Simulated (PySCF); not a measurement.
# Two-component Hartree-Fock for Ni²⁴⁺ (nickel, charge +24)

Start: [He] 2s2. Calculated with PySCF 2.14 in an even-tempered Gaussian basis (17 s from 1.7 bohr⁻², ratio 2.6; 12 p from 2.2 bohr⁻², ratio 2.6; 7 d from 2.2 bohr⁻², ratio 2.8; 4 f from 45 bohr⁻², ratio 2.8): generalised Hartree-Fock with the X2C-1e Hamiltonian and a Gaussian nucleus; spin-orbit coupling (SO) screened by Boettger's factors.

| spinor shell | electrons | ε, screened SO (eV) | weight of nominal j (screened SO) | rms radius, screened SO (bohr) |
| --- | --- | --- | --- | --- |
| 1s1/2 | 2 | -10005.3 | 1.000 | 0.0618 |
| 2s1/2 | 2 | -2289.7 | 1.000 | 0.242 |

```json
{"quantity": "E (hartree)", "screened SO": "-946.87290"}
{"quantity": "M_J", "screened SO": "0"}
{"quantity": "⟨J²⟩", "screened SO": "0.000"}
{"quantity": "⟨L²⟩", "screened SO": "0.000"}
{"quantity": "⟨S²⟩", "screened SO": "0.000"}
```
